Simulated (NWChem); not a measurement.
WHF5; SMILES [F][WH]([F])([F])([F])[F]

```xyz
7

W      0.0000     0.0000     0.0813
F      1.8251     0.0000     0.2364
F      0.0000     0.0000    -1.8148
F     -1.8251     0.0000     0.2364
F      0.0000     1.8251     0.2364
F      0.0000    -1.8251     0.2364
H      0.0000     0.0000     1.8080
```
Atoms are numbered in this order, from 1.

Program: NWChem. Medium grid unless said otherwise, to which SCAN and Minnesota functionals are sensitive. The geometry was optimised at PBE0/def2-SVP. Not confirmed as a minimum by frequencies. def2 effective core potentials on W; no spin-orbit coupling.

**Question.** Order these by “highest occupied level (eV)”, lowest first: PBE/def2-SVP; M06-L/def2-SVP; B3LYP/def2-SVP; M05-2X/def2-SVP.

**Answer.** M05-2X/def2-SVP (-11.43), B3LYP/def2-SVP (-9.47), M06-L/def2-SVP (-8.59), PBE/def2-SVP (-7.99)
